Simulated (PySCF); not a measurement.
## Orbital levels and atomic charges

System: C12H10S2Si (redox-flow and redox-shuttle molecule), SMILES [SiH3]c1cccc2c1Sc1ccccc1S2.

Cartesian coordinates (Å):
```
  1 Si   -2.7277    0.9263   -2.0594
  2 C    -2.3349    0.1304   -0.3913
  3 C    -3.2568    0.0999    0.6472
  4 C    -2.9541   -0.4912    1.8619
  5 C    -1.7110   -1.0617    2.0610
  6 C    -0.7794   -1.0613    1.0312
  7 C    -1.0958   -0.4731   -0.1842
  8 S     0.0356   -0.5004   -1.5487
  9 C     1.5724   -0.1769   -0.7219
 10 C     2.4907    0.6558   -1.3473
 11 C     3.7303    0.8755   -0.7767
 12 C     4.0528    0.2774    0.4316
 13 C     3.1326   -0.5324    1.0700
 14 C     1.8919   -0.7692    0.4928
 15 S     0.7769   -1.8631    1.3293
 16 H    -1.7630    1.9964   -2.3121
 17 H    -4.0808    1.4739   -1.9478
 18 H    -2.6725   -0.0842   -3.1150
 19 H    -4.2270    0.5511    0.4987
 20 H    -3.6848   -0.5059    2.6565
 21 H    -1.4551   -1.5266    3.0008
 22 H     2.2259    1.1096   -2.2901
 23 H     4.4443    1.5124   -1.2761
 24 H     5.0212    0.4427    0.8787
 25 H     3.3684   -1.0053    2.0111
```

Method: BHandHLYP/6-31G*, gas phase, PySCF, fitting set def2-universal-JFIT up to Ne and JKFIT beyond, grid level 1.

Q: Give the orbital energies near the gap.

A: 
| orbital | eV |
| --- | --- |
| HOMO-4 | -9.34 |
| HOMO-3 | -8.31 |
| HOMO-2 | -8.26 |
| HOMO-1 | -7.40 |
| HOMO | -6.77 |
| LUMO | 0.43 |
| LUMO+1 | 0.58 |
| LUMO+2 | 0.93 |
| LUMO+3 | 0.96 |

Q: Give the partial charges of the non-hydrogen atoms.

A: 
| atom | Mulliken | IAO | Hirshfeld |
| --- | --- | --- | --- |
| Si1 | 0.43 | 0.67 | 0.31 |
| C2 | -0.11 | -0.28 | -0.10 |
| C3 | -0.19 | -0.13 | -0.04 |
| C4 | -0.14 | -0.14 | -0.04 |
| C5 | -0.18 | -0.13 | -0.04 |
| C6 | -0.11 | -0.11 | -0.02 |
| C7 | -0.16 | -0.10 | -0.01 |
| S8 | 0.20 | 0.18 | 0.03 |
| C9 | -0.12 | -0.11 | -0.02 |
| C10 | -0.17 | -0.14 | -0.04 |
| C11 | -0.15 | -0.14 | -0.04 |
| C12 | -0.15 | -0.14 | -0.04 |
| C13 | -0.17 | -0.14 | -0.04 |
| C14 | -0.12 | -0.11 | -0.02 |
| S15 | 0.19 | 0.18 | 0.00 |
